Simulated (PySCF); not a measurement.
**Shifts of the heteroatoms**

Numbering as in the mapped SMILES `[CH2:1]=[CH:2][CH2:3][O:4][Si:5]([NH2:6])([OH:7])[OH:8]`. Hydrogens are named by the atom that carries them. Ha(C1) is cis to C3; Hb(C1) is trans to C3.

Theory: GFN2-xTB geometry, shielding tensors at PBE0/pcSseg-1 (GIAO), in PySCF (single conformer, no solvent model, relativity neglected, equivalent nuclei averaged).

(1) What are the ²⁹Si shifts?

(2) Predict the ¹⁵N NMR data.

(3) What are the ¹⁷O shifts?

Results:

(1) 
```tsv
atoms	environment	σ (ppm)	δ (ppm)
Si5	silicon bonded to N, 3 O	412.6	-59.2
```

Shieldings were converted by a linear fit to measured shifts: ²⁹Si (scatter 8.9 ppm rms, 25.8 ppm with the 6 outliers that the fit left out vs TMS, solution or neat liquid). A few per cent of atoms miss by over 2 rms, more outside the fitted compound classes.

On a 400 MHz spectrometer ²⁹Si resonates near 79.5 MHz, so 1 ppm is 79.5 Hz.

(2) 
```json
{"atoms": "N6", "environment": "nitrogen bonded to Si, 2 H", "σ (ppm)": "247.4", "δ (ppm)": "-376.0"}
```

Shieldings were converted by a linear fit to measured shifts: ¹⁵N (scatter 6.3 ppm rms vs CH3NO2, solution or neat liquid). Occasional misses reach two or three times the rms, and more in compound classes unlike the fitted ones.

On a 600 MHz spectrometer ¹⁵N resonates near 60.8 MHz, so 1 ppm is 60.8 Hz.

(3) 
```tsv
atoms	environment	σ (ppm)	δ (ppm)
O4	oxygen bonded to C, Si	286.4	5.8
O7/O8	oxygen bonded to Si, H	290.6	2.0
```

Shieldings were converted by a linear fit to measured shifts: ¹⁷O (scatter 10.7 ppm rms, 12.2 ppm with the 3 outliers that the fit left out vs liquid water, solution or neat liquid). Occasional misses reach two or three times the rms, and more in compound classes unlike the fitted ones.

On a 600 MHz spectrometer ¹⁷O resonates near 81.3 MHz, so 1 ppm is 81.3 Hz.
